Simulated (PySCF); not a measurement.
SnHg: energy against distance

Set-up: PySCF, scalar-relativistic core potentials, basis sets Sn cc-pVDZ-PP with ECP28, Hg cc-pVDZ-PP with ECP60. Energies in eV from Sn + Hg in their ground configurations at the same level. State: ³Σ⁻ (triplet), unpaired electrons π ↑↑.

All columns are PBE. A positive dipole means Sn(−)Hg(+).

```tsv
R (Å)	E (eV)	μ (D)	Mulliken charge on Sn (basis-dependent)	HOMO (eV)	LUMO (eV)	Mayer bond order	⟨S²⟩
2.474	-0.096	0.87	-0.04	-4.21	-3.41	1.32	2.00
2.589	-0.336	0.89	0.00	-4.16	-3.50	1.14	2.00
2.704	-0.451	0.91	0.01	-4.11	-3.58	0.98	2.00
2.791	-0.484	0.92	0.02	-4.08	-3.63	0.88	2.00
2.877	-0.489	0.93	0.02	-4.05	-3.68	0.78	2.00
2.963	-0.474	0.93	0.02	-4.03	-3.72	0.70	2.00
3.078	-0.436	0.92	0.02	-4.01	-3.76	0.59	2.00
3.222	-0.376	0.89	0.01	-3.98	-3.81	0.48	2.00
3.395	-0.301	0.84	0.00	-3.97	-3.85	0.37	2.00
3.625	-0.214	0.73	0.00	-3.97	-3.89	0.25	2.00
```

A fit through these points gives, at Re = 2.849 Å, μ = 0.92 D and dμ/dR = 0.0596 D/Å; the reduced mass is 75.24 u.

How strong is the fundamental in the double-harmonic approximation, I = 42.26·(dμ/dR)²/μred km/mol?

I = 42.26·(0.0596)²/75.24 = 0.00200 km/mol at PBE.

These are scalar-relativistic numbers at best; spin–orbit coupling would shift them, the dissociation energy most. The state is the lowest determinant that a PBE0 search found; another state may lie lower at other levels.
